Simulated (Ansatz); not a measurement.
Gas-phase electronic energies from Ansatz, PBE0-D4/def2-TZVP geometries. CBS: MP2 limit from def2 TZ/QZ plus the TZ coupled-cluster correction, frozen cores. Functionals use def2-TZVPP. B3LYP here is the variant with VWN-RPA as its local correlation; programs differ in this. Elements past krypton have def2 core potentials. For Ge, Te outer-core shells are correlated without core-valence functions, which leaves a few kJ/mol of doubt a bond. Scalar relativity is left out up to krypton. Each species was taken in one conformer, which may not be the lowest.

Reaction (formal exchange of groups at a Ge–Te bond): `[GeH3][TeH]` + `C[O][AlH2]` → `C[O][AlH][GeH3]` + H₂Te

```json
{"level": "PBE-D4", "ΔE (kcal/mol)": "6.1", "difference from CCSD(T)/CBS": "-1.8"}
{"level": "r2SCAN-D4", "ΔE (kcal/mol)": "7.1", "difference from CCSD(T)/CBS": "-0.8"}
{"level": "PBE0-D4", "ΔE (kcal/mol)": "7.1", "difference from CCSD(T)/CBS": "-0.8"}
{"level": "B3LYP-D4", "ΔE (kcal/mol)": "7.9", "difference from CCSD(T)/CBS": "0.0"}
{"level": "ωB97X-V", "ΔE (kcal/mol)": "7.9", "difference from CCSD(T)/CBS": "0.0"}
{"level": "ωB97M-V", "ΔE (kcal/mol)": "8.0", "difference from CCSD(T)/CBS": "0.1"}
{"level": "B2PLYP", "ΔE (kcal/mol)": "8.4", "difference from CCSD(T)/CBS": "0.5"}
{"level": "PBE", "ΔE (kcal/mol)": "6.1", "difference from CCSD(T)/CBS": "-1.8"}
{"level": "r2SCAN", "ΔE (kcal/mol)": "7.2", "difference from CCSD(T)/CBS": "-0.7"}
{"level": "PBE0", "ΔE (kcal/mol)": "7.1", "difference from CCSD(T)/CBS": "-0.8"}
{"level": "B3LYP", "ΔE (kcal/mol)": "7.8", "difference from CCSD(T)/CBS": "-0.1"}
{"level": "HF/def2-TZVPP", "ΔE (kcal/mol)": "10.8", "difference from CCSD(T)/CBS": "2.9"}
{"level": "MP2/def2-TZVPP", "ΔE (kcal/mol)": "9.6", "difference from CCSD(T)/CBS": "1.7"}
{"level": "SCS-MP2/def2-TZVPP", "ΔE (kcal/mol)": "9.4", "difference from CCSD(T)/CBS": "1.5"}
{"level": "CCSD/def2-TZVPP", "ΔE (kcal/mol)": "7.1", "difference from CCSD(T)/CBS": "-0.8"}
{"level": "CCSD(T)/def2-TZVPP", "ΔE (kcal/mol)": "6.9", "difference from CCSD(T)/CBS": "-1.0"}
{"level": "HF/def2-QZVPP", "ΔE (kcal/mol)": "11.0", "difference from CCSD(T)/CBS": "3.1"}
{"level": "MP2/def2-QZVPP", "ΔE (kcal/mol)": "10.2", "difference from CCSD(T)/CBS": "2.3"}
{"level": "SCS-MP2/def2-QZVPP", "ΔE (kcal/mol)": "10.0", "difference from CCSD(T)/CBS": "2.1"}
{"level": "HF/CBS(def2)", "ΔE (kcal/mol)": "11.1", "difference from CCSD(T)/CBS": "3.2"}
{"level": "MP2/CBS(def2)", "ΔE (kcal/mol)": "10.5", "difference from CCSD(T)/CBS": "2.6"}
{"level": "CCSD/CBS(def2)", "ΔE (kcal/mol)": "8.0", "difference from CCSD(T)/CBS": "0.1"}
{"level": "CCSD(T)/CBS", "ΔE (kcal/mol)": "7.9", "difference from CCSD(T)/CBS": "0"}
```

Largest T1 diagnostic among the species: 0.013.

From PBE to PBE0 (25 % exact exchange), in def2-TZVPP and without D4, ΔE moves by +1.0 kcal/mol. In def2-TZVPP, CCSD(T) changes the Hartree–Fock value by −3.9 kcal/mol (the triples alone add −0.2 kcal/mol) and MP2 by −1.2 kcal/mol.
